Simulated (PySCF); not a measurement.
Vertical excitations of a molecule C₅H₄F₂ from TDA-LC-ωPBE/def2-SVPD (PySCF 2.14.0), as energy in eV (oscillator strength): 6.47 (0.000), 6.81 (0.002), 6.84 (0.001), 8.06 (0.371), 8.06 (0.000), 8.77 (0.017), 8.95 (0.000), 9.07 (0.050), 9.09 (0.004), 9.23 (0.125). Lowest triplet (TDA): 4.20 eV. The structure is a stationary point at PBE0-D3(BJ)/def2-SVP. One conformer was computed; it need not be the lowest.

Task: Identify the compound among the candidates.
(A) FC=C=C/C=C/F
(B) C#CC(F)(F)C=C
(C) CC#C/C(F)=C/F
(D) C=C=CC=C(F)F

Result: B, C#CC(F)(F)C=C
